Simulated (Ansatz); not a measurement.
Born–Oppenheimer molecular dynamics of Cl3HSn (5 atoms, charge 0, multiplicity 1). It starts from a relaxed structure.

Computed with RKS r2SCAN-D4/def2-SVP (Ansatz 0.2.0).

* ensemble: NVE (velocity Verlet)
* time step: 1 fs
* steps asked: 166
* starting velocities drawn for: 300 K
* seed: 715194

First frame:

```xyz
5
Properties=species:S:1:pos:R:3
Sn 0.000 0.000 0.038
H 0.000 0.000 1.738
Cl 2.174 0.000 -0.814
Cl -1.086 1.882 -0.815
Cl -1.086 -1.882 -0.815
```

Q: How far do the bonds stretch over the last three quarters of this one trajectory? (Pairs bonded in most of those frames.)

A: 
```json
{"bond": "Sn1–H2", "mean (Å)": "1.703", "spread (Å)": "0.026", "shortest": "1.66", "longest": "1.74"}
{"bond": "Sn1–Cl3", "mean (Å)": "2.337", "spread (Å)": "0.007", "shortest": "2.33", "longest": "2.34"}
{"bond": "Sn1–Cl4", "mean (Å)": "2.340", "spread (Å)": "0.002", "shortest": "2.34", "longest": "2.34"}
{"bond": "Sn1–Cl5", "mean (Å)": "2.340", "spread (Å)": "0.002", "shortest": "2.33", "longest": "2.34"}
```

Mean temperature of the second half: 176 K. The conserved energy stayed within 0.079 meV per atom of its start (net change 0.074 meV per atom), so the integration is sound. A run of 0.17 ps of so small a system gives no equilibrium averages.

Time of the run: 7.6 min on 2 threads of Intel(R) Xeon(R) Platinum 8259CL CPU @ 2.50GHz (Skylake/Cascade Lake), with other jobs on the host, peak memory 0.17 GiB.
